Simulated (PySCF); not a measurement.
dithiopyranylidene (C10H8S2), SMILES C1=CC(=C2C=CSC=C2)C=CS1. Atoms are numbered in the order given.

```xyz
20

C      0.0000    -1.3356     2.8223
C      0.0000    -1.2332     1.4748
C      0.0000     0.0000     0.6988
C      0.0000     0.0000    -0.6988
C      0.0000    -1.2332    -1.4748
C      0.0000    -1.3356    -2.8223
S      0.0000     0.0000    -3.9564
C      0.0000     1.3356    -2.8223
C      0.0000     1.2332    -1.4748
C      0.0000     1.2332     1.4748
C      0.0000     1.3356     2.8223
S      0.0000     0.0000     3.9564
H      0.0000    -2.3123     3.3113
H      0.0000    -2.1828     0.9397
H      0.0000    -2.1828    -0.9397
H      0.0000    -2.3123    -3.3113
H      0.0000     2.3123    -3.3113
H      0.0000     2.1828    -0.9397
H      0.0000     2.1828     0.9397
H      0.0000     2.3123     3.3113
```
Charge 0, spin multiplicity 1.

Geometry optimised at B3LYP-D3(BJ)/def2-SVP.

All values below come from PBE/def2-SVP (PySCF).

Symmetry labels are those of the subgroup D2h that the program uses (full group D2h).

Problem. List the valence orbital energies around the gap with their symmetry. (The exact figures need the calculation; the answer reports its results.)

Solution. 
| orbital | symmetry | energy (eV) |
|---|---|---|
| HOMO−7 | Ag | -8.37 |
| HOMO−6 | B1u | -8.16 |
| HOMO−5 | B3g | -7.69 |
| HOMO−4 | B3u | -7.58 |
| HOMO−3 | B1g | -6.95 |
| HOMO−2 | Au | -6.83 |
| HOMO−1 | B2g | -6.13 |
| HOMO | B3u | -3.82 |
| LUMO | B2g | -1.90 |
| LUMO+1 | B1g | -1.66 |
| LUMO+2 | Au | -1.10 |
| LUMO+3 | B2u | 0.24 |
